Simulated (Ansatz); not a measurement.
Consider the ligand exchange at the Si–C bond: `F[SiH2]C[SiH2]Cl` + `CC(N)=O` → `CC(=O)N[SiH2]Cl` + `C[SiH2]F`.

Isolated molecules relaxed with PBE0-D4/def2-TZVP in Ansatz; ΔE leaves out vibrations. CBS: MP2 limit from def2 TZ/QZ plus the TZ coupled-cluster correction, frozen cores. Functionals use def2-TZVPP. B3LYP here is the variant with VWN-RPA as its local correlation; programs differ in this. Each species was taken in one conformer, which may not be the lowest.

```json
{"level": "r2SCAN-D4", "ΔE (kJ/mol)": "-54.2", "difference from CCSD(T)/CBS": "3.0"}
{"level": "PBE", "ΔE (kJ/mol)": "-47.9", "difference from CCSD(T)/CBS": "9.3"}
{"level": "r2SCAN", "ΔE (kJ/mol)": "-54.0", "difference from CCSD(T)/CBS": "3.2"}
{"level": "PBE0", "ΔE (kJ/mol)": "-49.3", "difference from CCSD(T)/CBS": "7.9"}
{"level": "B3LYP", "ΔE (kJ/mol)": "-54.0", "difference from CCSD(T)/CBS": "3.2"}
{"level": "HF/def2-TZVPP", "ΔE (kJ/mol)": "-59.3", "difference from CCSD(T)/CBS": "-2.1"}
{"level": "MP2/def2-TZVPP", "ΔE (kJ/mol)": "-57.9", "difference from CCSD(T)/CBS": "-0.7"}
{"level": "SCS-MP2/def2-TZVPP", "ΔE (kJ/mol)": "-58.9", "difference from CCSD(T)/CBS": "-1.7"}
{"level": "MP2/def2-QZVPP", "ΔE (kJ/mol)": "-57.9", "difference from CCSD(T)/CBS": "-0.7"}
{"level": "HF/CBS(def2)", "ΔE (kJ/mol)": "-59.8", "difference from CCSD(T)/CBS": "-2.6"}
{"level": "CCSD(T)/CBS", "ΔE (kJ/mol)": "-57.2", "difference from CCSD(T)/CBS": "0"}
```

Largest T1 diagnostic among the species: 0.014.

CCSD(T)/CBS has its own doubt, a few kJ/mol and more with outer-core shells, so smaller differences from it don't rank the levels.
